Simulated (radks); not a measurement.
Results of a calculation; reference values are marked as such.
Cr IV, 21 electrons, occupied as [Ne] 3s2 3p5 3d3 4d1 (not the ground configuration). Code: a radial shooting solver on a logarithmic mesh with Libxc functionals. Model: scalar-relativistic Kohn-Sham, BP86, spin-polarised, spherical densities, point nucleus; open shells are filled with parallel spins first.

Normalised radial functions P(r) = r R(r), r in bohr:

r         2p down    3s up
0.00704    0.0206   0.1637
0.008066   0.0265   0.1824
0.009241   0.0342   0.2023
0.01059    0.0439   0.2234
0.01213    0.0563   0.2453
0.0139     0.0720   0.2677
0.01592    0.0920   0.2899
0.01824    0.1170   0.3111
0.0209     0.1484   0.3303
0.02394    0.1873   0.3462
0.02743    0.2354   0.3571
0.03143    0.2941   0.3612
0.036      0.3652   0.3562
0.04125    0.4503   0.3398
0.04726    0.5506   0.3096
0.05371    0.6598   0.2666
0.06154    0.7914   0.2037
0.0705     0.9381   0.1222
0.08077    1.0972   0.0226
0.09254    1.2640  -0.0926
0.106      1.4318  -0.2184
0.1215     1.5912  -0.3469
0.1392     1.7308  -0.4674
0.1594     1.8377  -0.5661
0.1827     1.8990  -0.6277
0.2093     1.9033  -0.6371
0.2398     1.8435  -0.5814
0.2747     1.7185  -0.4535
0.3147     1.5346  -0.2544
0.3605     1.3058   0.0042
0.4131     1.0526   0.2998
0.4695     0.8133   0.5836
0.5379     0.5793   0.8567
0.6162     0.3828   1.0652
0.706      0.2325   1.1815
0.8088     0.1283   1.1933
0.9267     0.0636   1.1070
1.062      0.0279   0.9461
1.216      0.0107   0.7441
1.394      0.0035   0.5366
1.597      0.0010   0.3524
1.829      0.0002   0.2089
2.096      0.0000   0.1107
2.401      0.0000   0.0519
2.751      0.0000   0.0212
3.151      0.0000   0.0074
3.611      0.0000   0.0022
4.104      0.0000   0.0006
4.701      0.0000   0.0001
5.386      0.0000   0.0000
6.171      0.0000   0.0000
7.07       0.0000   0.0000
8.1        0.0000   0.0000
9.28       0.0000   0.0000
10.63      0.0000   0.0000

2p down: eigenvalue -614.78 eV, 0 radial nodes, <r> = 0.259 bohr, 90 % of the charge inside 0.425 bohr. 3s up: eigenvalue -126.55 eV, 2 radial nodes at r = 0.0831, 0.360 bohr, <r> = 0.874 bohr, 90 % of the charge inside 1.30 bohr.
